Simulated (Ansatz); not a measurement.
Geometry optimisation, Ansatz, RKS PBE-D4/def2-SVP.

Input file:

```yaml
crystal:
  periodic: [false, false, false]
  atoms:
    - { symbol: Ta, position_ang: [-0.208891, -0.121751, 0.166175] }
    - { symbol: Cl, position_ang: [2.136918, -0.776355, 0.381042] }
    - { symbol: Cl, position_ang: [-0.315546, -0.205557, 2.518382] }
    - { symbol: F, position_ang: [0.300325, 0.554143, -1.522204] }
    - { symbol: Cl, position_ang: [-1.928812, 1.447415, 0.180088] }
    - { symbol: O, position_ang: [-1.065585, -1.701889, -0.294547] }
    - { symbol: H, position_ang: [-1.564617, -2.419101, 0.132367] }
    - { symbol: O, position_ang: [1.577495, 2.377118, 1.064978] }
    - { symbol: H, position_ang: [1.396059, 2.330538, 2.02396] }
    - { symbol: H, position_ang: [2.315854, 1.723138, 0.954258] }
basis:
  gaussian: { orbitals: def2-SVP }
hamiltonian:
  xc: pbe
  dispersion: d4
relax:
  f_tol: 0.03
  max_steps: 50
```

Command:

```bash
$ ansatz run input.yaml --threads 4 --pin off --max-ram 5120MiB --backend cpu --events-out ev --progress --plain --runs-dir out
```

Task: Where does it end, and by what steps?

Result: The run converged. The force dipped under the threshold on the way, but the program's further checks kept it going. After 23 steps the energy has fallen by 0.610 eV; O8 moved furthest, 0.61 Å. Joined: Ta1–O8 (3.20 → 2.32 Å).

| step | energy less start (eV) | largest force component (eV/Å) | accepted |
| --- | --- | --- | --- |
| 0 | 0.0000 | 1.088 | yes |
| 1 | -0.1542 | 0.895 | yes |
| 2 | -0.3226 | 1.276 | yes |
| 3 | -0.5320 | 1.015 | yes |
| 4 | -0.5502 | 0.624 | yes |
| 5 | -0.5910 | 0.328 | yes |
| 6 | -0.5926 | 0.393 | yes |
| 7 | -0.5971 | 0.348 | yes |
| 8 | -0.5999 | 0.316 | yes |
| 9 | -0.5995 | 0.475 | no |
| 10 | -0.6049 | 0.107 | yes |
| 11 | -0.6070 | 0.103 | yes |
| 12 | -0.6080 | 0.090 | yes |
| 13 | -0.6075 | 0.242 | no |
| 14 | -0.6085 | 0.049 | yes |
| 15 | -0.6091 | 0.054 | yes |
| 16 | -0.6091 | 0.195 | no |
| 17 | -0.6097 | 0.019 | yes |
| 18 | -0.6097 | 0.166 | no |
| 19 | -0.6099 | 0.011 | yes |
| 20 | -0.6098 | 0.069 | no |
| 21 | -0.6100 | 0.016 | yes |
| 22 | -0.6099 | 0.056 | no |
| 23 | -0.6100 | 0.020 | yes |

```xyz
10
Properties=species:S:1:pos:R:3
Ta -0.052 0.069 0.310
Cl 2.136 -0.905 0.430
Cl -0.185 -0.038 2.693
F 0.430 0.663 -1.425
Cl -1.817 1.620 0.296
O -0.981 -1.483 -0.084
H -1.370 -2.369 -0.109
O 1.226 1.917 0.872
H 1.092 2.103 1.826
H 2.163 1.630 0.796
```

Whether the end is a true minimum wasn't checked by a vibrational analysis.

The run took 61 s on 4 threads of Arm Neoverse V2 (shared host), peak memory 0.23 GiB.
